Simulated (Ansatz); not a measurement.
Potential energy surface of O2Se, singlet: symmetric bend, bond length relaxed. Scanned: O-Se-O angle. Other coordinates (Se-O bond length) were minimised at B3LYP/def2-TZVP.

The free coordinates were minimised at B3LYP/def2-TZVP in PySCF; the energy column is CCSD(T) on RHF/aug-cc-pVQZ, cores with 3d frozen (Ansatz, an electronic-structure program), in kJ/mol.

| a / ° | Se-O bond length / Å | E |
|---|---|---|
| 180 | 1.668 | — |
| 167 | 1.659 | 213.2 |
| 157 | 1.645 | 160.6 |
| 147 | 1.632 | 103.3 |
| 137 | 1.622 | 53.3 |
| 127 | 1.614 | 17.3 |
| 117 | 1.612 | 0.0 |
| 107 | 1.614 | 5.7 |
| 97 | 1.623 | 39.9 |
| 87 | 1.643 | 110.6 |
| 80 | 1.667 | 188.2 |

A dash means that the run gave no value there, or that the column was ended at a point which the program doubted or which failed a test of continuity chosen for this set; such a test can also cut sound points.
